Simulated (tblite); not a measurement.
C7H17NSi.
Geometry (GFN2-xTB, Å), atoms numbered from 1 in this order:
```xyz
26
C7H17NSi angstrom
C      3.7395   -0.3181    0.4815
C      2.6413    0.2749   -0.3936
C      1.3757    0.6031    0.3888
C      0.3292    1.3102   -0.5008
Si    -0.7063   -0.2797   -0.5747
N     -2.3253   -0.1061   -0.0200
C     -3.0113   -1.2422    0.5429
C     -3.2210    0.7937   -0.7039
C      0.5761   -0.6612    0.7750
H      4.6179   -0.5543   -0.1154
H      3.3985   -1.2297    0.9669
H      4.0314    0.3896    1.2552
H      3.0184    1.1898   -0.8591
H      2.3877   -0.4243   -1.1937
H      1.6506    1.2034    1.2604
H      0.7458    1.6960   -1.4275
H     -0.1454    2.1407    0.0173
H     -0.5277   -1.0610   -1.8152
H     -3.4871   -1.8576   -0.2304
H     -2.3027   -1.8595    1.0881
H     -3.7877   -0.8998    1.2314
H     -3.9934    1.1390   -0.0120
H     -3.7152    0.3118   -1.5564
H     -2.6624    1.6513   -1.0687
H      0.2025   -0.6089    1.7953
H      1.1500   -1.5786    0.6818
```

Level: GFN2-xTB in tblite, geometry and Hessian alike; calculated harmonic values, unscaled, isolated species. Errors from tens to a few hundred cm⁻¹ against measured bands are possible. Modes of hydrogen on silicon can be 10 to 20 % off. One conformer, not necessarily the lowest.

Harmonic wavenumbers (cm⁻¹): 39.4, 48.9, 85.3, 118.7, 135.1, 185.6, 209.1, 213.7, 248.0, 274.4, 292.0, 348.4, 387.6, 424.8, 538.6, 577.0, 667.5, 686.1, 708.8, 743.7, 772.4, 808.2, 856.7, 894.6, 996.5, 1027.5, 1030.8, 1034.7, 1047.9, 1052.4, 1086.8, 1096.6, 1128.4, 1131.3, 1178.6, 1206.0, 1213.8, 1216.9, 1253.2, 1268.2, 1300.2, 1315.9, 1359.7, 1413.2, 1414.9, 1423.1, 1467.6, 1475.4, 1479.7, 1487.9, 1498.4, 1500.4, 1505.0, 1508.4, 1509.9, 2141.9, 2891.3, 2893.2, 2933.9, 2954.3, 2957.4, 2961.1, 2975.4, 3001.1, 3005.9, 3015.4, 3021.6, 3024.6, 3027.7, 3036.0, 3037.8, 3038.8.

A = 3569, B = 652.4, C = 594.2 MHz; mass 143.113 u (most abundant isotopes); point group C1, symmetry number 1.

Task: Zero-point energy?

Result: Half the sum of the wavenumbers: 49906 cm⁻¹ = 597.01 kJ/mol.

Task: Entropy at 400 K, 1 bar (ideal gas, RRHO, classical rotation)?

Result: Translation 176.87, rotation 128.48, vibration 215.61: S = 521.0 J/(mol K).

Task: And Cp and H(400 K) − H(0)?

Result: Cp = 250.88 J/(mol K), of which vibrations give 217.62 (their classical limit is 72 R = 598.6); H(400 K) − H(0) = 57.37 kJ/mol without the zero-point energy, 44.07 from vibrations.

Task: How do the functions run with temperature in this model?

Result: 
```tsv
T (K)	S (J/(mol K))	Cp (J/(mol K))	H − H(0) (kJ/mol)	G − H(0) (kJ/mol)	ln q(vib)
50	255.4	62.3	2.28	-10.49	0.82
100	308.6	93.9	6.21	-24.65	2.47
298.15	455.8	194.8	34.66	-101.24	9.29
373.15	504.0	236.4	50.83	-137.25	11.79
500	582.4	300.7	85.01	-206.20	15.98
750	723.5	394.9	172.77	-369.83	24.07
1000	846.3	458.2	279.91	-566.40	31.73
```

q(vib) and H(0) count from the zero-point level.

Task: What must be added to the electronic energy to get the Gibbs energy at 400 K and 1 bar?

Result: ZPE + [H(400 K) − H(0)] − T·S = 597.01 + 57.37 − 208.38 = 446.00 kJ/mol.

Task: Which modes carry the vibrational entropy at 400 K?

Result: 39.4 cm⁻¹: 24.57; 48.9 cm⁻¹: 22.77; 85.3 cm⁻¹: 18.17; 118.7 cm⁻¹: 15.45; 135.1 cm⁻¹: 14.40; 185.6 cm⁻¹: 11.83 J/(mol K); the other 66 give 108.42 together.

Task: Blend soft modes into free rotors: weight 1/[1 + (100 cm⁻¹/ν̃)⁴] for the oscillator and the rest for a rotor with moment μB/(μ + B), μ = h/(8π²ν), B = 10⁻⁴⁴ kg m². What vibrational entropy results?

Result: 197.43 J/(mol K) in place of 215.61, which changes −T·S at 400 K by +7.27 kJ/mol.

Hindered rotation and anharmonicity are outside this model. Other conformers, if any are populated, would add a mixing term that is left out. The structure is chiral; the term R ln 2 for an equal mix with its mirror image is left out.
